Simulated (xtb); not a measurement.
F₄MoO, singlet, from a rough starting geometry (GFN-xTB shapes and energies of metal compounds can be far from the true ones); GFN2-xTB (xtb).

xtb was given this input:
```
$ xtb mol.xyz --gfn 2 --opt vtight --json

# file mol.xyz
6

Mo     0.04504975    -0.07885661     0.03453281
O      1.18739311    -0.63854580     1.10487770
F     -1.09709365     0.64905336    -1.02581320
F     -0.01046319     1.58454711     0.79007865
F      1.06276867    -0.32633392    -1.40767019
F     -1.20603255    -1.22384434     0.46512418
```

Question: What does xtb print? Leave out banner, timings and long lists.

Answer: 
```
   ID    Z sym.   atoms
    1   42 Mo     1
    2    8 O      2
    3    9 F      3-6

           -------------------------------------------------
          |                Calculation Setup                |
           -------------------------------------------------

           -------------------------------------------------
          |                 G F N 2 - x T B                 |
           -------------------------------------------------

          ...................................................
          :                      SETUP                      :
          :.................................................:
          :  # basis functions                  30          :
          :  # atomic orbitals                  29          :
          :  # shells                           13          :
          :  # electrons                        40          :
          :  max. iterations                   250          :
          :  Hamiltonian                  GFN2-xTB          :
          :  restarted?                      false          :
          :  GBSA solvation                  false          :
          :  PC potential                    false          :
          :  electronic temp.          300.0000000     K    :
          :  accuracy                    1.0000000          :
          :  -> integral cutoff          0.2500000E+02      :
          :  -> integral neglect         0.1000000E-07      :
          :  -> SCF convergence          0.1000000E-05 Eh   :
          :  -> wf. convergence          0.1000000E-03 e    :
          :  Broyden damping             0.4000000          :
          :  net charge                          0          :
          :  unpaired electrons                  0          :
          ...................................................

 iter      E             dE          RMSdq      gap      omega  full diag
   1    -25.2622594 -0.252623E+02  0.967E+00    4.67       0.0  T
   2    -25.2818344 -0.195750E-01  0.527E+00    4.43       1.0  T
   3    -25.2908730 -0.903866E-02  0.416E+00    3.69       1.0  T
   4    -25.2951040 -0.423095E-02  0.192E+00    4.01       1.0  T
   5    -25.2982787 -0.317469E-02  0.482E-01    3.81       1.0  T
   6    -25.2984077 -0.129021E-03  0.249E-01    3.80       1.0  T
   7    -25.2984227 -0.150615E-04  0.625E-02    3.82       1.0  T
   8    -25.2984256 -0.284534E-05  0.191E-02    3.81       2.1  T
   9    -25.2984257 -0.828294E-07  0.124E-02    3.81       3.3  T
  10    -25.2984257 -0.663998E-07  0.301E-03    3.81      13.6  T
  11    -25.2984257 -0.233979E-08  0.166E-03    3.81      24.5  T
  12    -25.2984257 -0.286311E-08  0.356E-04    3.81     114.6  T
  13    -25.2984257 -0.168026E-09  0.116E-04    3.81     353.2  T

   *** convergence criteria satisfied after 13 iterations ***

         :::::::::::::::::::::::::::::::::::::::::::::::::::::
         ::                     SUMMARY                     ::
         :::::::::::::::::::::::::::::::::::::::::::::::::::::
         :: total energy             -25.250265167071 Eh    ::
         :: gradient norm              0.082894560702 Eh/a0 ::
         :: HOMO-LUMO gap              3.811592118565 eV    ::
         ::.................................................::
         :: SCC energy               -25.298425071716 Eh    ::
         :: -> isotropic ES            0.155741205617 Eh    ::
         :: -> anisotropic ES          0.001108939153 Eh    ::
         :: -> anisotropic XC          0.003423559519 Eh    ::
         :: -> dispersion             -0.003760304443 Eh    ::
         :: repulsion energy           0.048159904645 Eh    ::
         :: add. restraining           0.000000000000 Eh    ::
         :: total charge               0.000000000000 e     ::
         :::::::::::::::::::::::::::::::::::::::::::::::::::::

      -----------------------------------------------------------
     |                   =====================                   |
[...]
 * total energy  :   -25.2502652 Eh     change       -0.1152856E-10 Eh
 * total energy  :   -25.2534199 Eh     change       -0.3154708E-02 Eh
 * total energy  :   -25.2541581 Eh     change       -0.7381932E-03 Eh
 * total energy  :   -25.2543187 Eh     change       -0.1605877E-03 Eh
 * total energy  :   -25.2544140 Eh     change       -0.9537338E-04 Eh
 * total energy  :   -25.2544197 Eh     change       -0.5715146E-05 Eh
 * total energy  :   -25.2544248 Eh     change       -0.5072363E-05 Eh
 * total energy  :   -25.2544250 Eh     change       -0.2133199E-06 Eh
 * total energy  :   -25.2544251 Eh     change       -0.8838517E-07 Eh
   *** GEOMETRY OPTIMIZATION CONVERGED AFTER 9 ITERATIONS ***
         :: total energy             -25.254425119082 Eh    ::
[...]
         8        2.0000           -0.6059443             -16.4886
         9        2.0000           -0.6022132             -16.3871
        10        2.0000           -0.6021949             -16.3866
        11        2.0000           -0.5932314             -16.1426
        12        2.0000           -0.5894489             -16.0397
        13        2.0000           -0.5894290             -16.0392
        14        2.0000           -0.5873446             -15.9825
        15        2.0000           -0.5528814             -15.0447
        16        2.0000           -0.5493036             -14.9473
        17        2.0000           -0.5492924             -14.9470
        18        2.0000           -0.5224797             -14.2174
        19        2.0000           -0.5224646             -14.2170
        20        2.0000           -0.5052488             -13.7485 (HOMO)
        21                         -0.3572398              -9.7210 (LUMO)
        22                         -0.3572201              -9.7205
        23                         -0.2951846              -8.0324
        24                         -0.2951691              -8.0320
        25                         -0.0700164              -1.9052
        26                          0.2397795               6.5247
        27                          0.2398775               6.5274
        28                          0.2627505               7.1498
        29                          0.4586120              12.4795
      -------------------------------------------------------------
                  HL-Gap            0.1480090 Eh            4.0275 eV
             Fermi-level           -0.4312443 Eh          -11.7348 eV

     #   Z          covCN         q      C6AA      α(0)
     1  42 Mo       3.749     1.445   312.973    39.375
     2   8 O        0.804    -0.471    23.185     6.454
     3   9 F        0.736    -0.351    12.922     4.245
     4   9 F        0.736    -0.208    11.323     3.974
     5   9 F        0.736    -0.208    11.322     3.974
     6   9 F        0.736    -0.208    11.322     3.974

 Mol. C6AA /au·bohr⁶  :       1243.877905
 Mol. C8AA /au·bohr⁸  :      68906.083214
 Mol. α(0) /au        :         61.995988

Wiberg/Mayer (AO) data.
largest (>0.10) Wiberg bond orders for each atom

 ---------------------------------------------------------------------------
     #   Z sym  total        # sym  WBO       # sym  WBO       # sym  WBO
 ---------------------------------------------------------------------------
     1  42 Mo   6.593 --     2 O    2.061     5 F    1.189     6 F    1.189
                             4 F    1.189     3 F    0.965
     2   8 O    2.309 --     1 Mo   2.061
     3   9 F    1.160 --     1 Mo   0.965
     4   9 F    1.366 --     1 Mo   1.189
     5   9 F    1.366 --     1 Mo   1.189
     6   9 F    1.366 --     1 Mo   1.189
 ---------------------------------------------------------------------------

Topologies differ in total number of bonds
Writing topology from bond orders to xtbtopo.mol

molecular dipole:
                 x           y           z       tot (Debye)
 q only:       -0.038       0.021      -0.036
   full:       -0.381       0.210      -0.359       1.433
molecular quadrupole (traceless):
                xx          xy          yy          xz          yz          zz
 q only:       -0.892       1.827       1.413      -3.126       1.722      -0.521
  q+dip:       -0.809       1.665       1.274      -2.834       1.568      -0.465
   full:       -0.995       2.046       1.569      -3.486       1.927      -0.574

optimized geometry written to: xtbopt.xyz

           -------------------------------------------------
          | TOTAL ENERGY              -25.254425119082 Eh   |
          | GRADIENT NORM               0.000086026824 Eh/α |
          | HOMO-LUMO GAP               4.027530034558 eV   |
           -------------------------------------------------

normal termination of xtb
```
